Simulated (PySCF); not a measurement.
## Structure revision by computed shifts

A compound C5H8F3NSi gives the data below (simulated from a calculation) and was assigned the structure `C=C/N=C/[C@@H]([SiH3])C(F)(F)F`.

¹³C{¹H} NMR (computed): δ 155.2 (CH), 149.5 (CH), 136.3 (C), 98.2 (CH2), 36.5 (CH).

¹H NMR (400 MHz, computed): δ 7.63 (m, 1H), 7.36 (m, 1H), 4.43 (m, 1H), 4.34 (m, 1H), 4.11 (d, 3H), 3.71 (m, 1H).

Computational details: coordinates at the GFN2-xTB level, shieldings: GIAO PBE0/pcSseg-1, in PySCF 2.14.0 with density-fitted response routines (non-relativistic, rapidly exchanging positions averaged, single conformer, isolated molecule).

References, each an isolated molecule treated in the same way: TMS for ¹H (σref 31.72) and ¹³C (σref 186.93).

Task: Compare with the shifts computed for the proposed structure, pairing carbons in order of shift.

Result: Atom-mapped SMILES (the numbers label the heavy atoms): `[CH2:1]=[CH:2]/[N:3]=[CH:4]/[C@@H:5]([SiH3:6])[C:7]([F:8])([F:9])[F:10]`. Each H is labelled by its parent atom.

```json
{"atom": "C4", "computed for proposal": "162.1", "given list": "155.2", "difference": "+6.9"}
{"atom": "C2", "computed for proposal": "153.1", "given list": "149.5", "difference": "+3.6"}
{"atom": "C7", "computed for proposal": "136.8", "given list": "136.3", "difference": "+0.5"}
{"atom": "C1", "computed for proposal": "126.7", "given list": "98.2", "difference": "+28.5"}
{"atom": "C5", "computed for proposal": "44.0", "given list": "36.5", "difference": "+7.5"}
```

The rms difference is 13.6 ppm and the largest +28.5 ppm at C1 (terminal =CH2 carbon). The proposal doesn't fit.

Task: Which isomer fits?

Result: `C=C/N=C\[C@@H]([SiH3])C(F)(F)F`.

Carbon types of the structure: 1 × C, 3 × CH, 1 × CH2, leaving 3 H on heteroatoms. δC 155.2: C=N carbon. δC 149.5: alkene CH; the olefinic region. δC 136.3: CF3 carbon; 3 electronegative neighbours deshield it. δC 98.2: terminal =CH2 carbon.

The shifts were computed for this structure.

Splittings by ¹⁹F in the carbon and heteronuclear signals aren't shown, as no couplings were computed. Shifts are as computed. Against solution values, carbons near 30 ppm lie about +3 ppm off and those near 130 ppm about +5 ppm. Of 1211 compounds with measured shifts, 218 miss one by over three times the rms of a fit or turn the order of signals round; such compounds aren't used in these exercises. Multiplicities follow the n + 1 count of equivalent neighbours, as no J values were calculated; m marks all less simple cases, F and P coupling included.
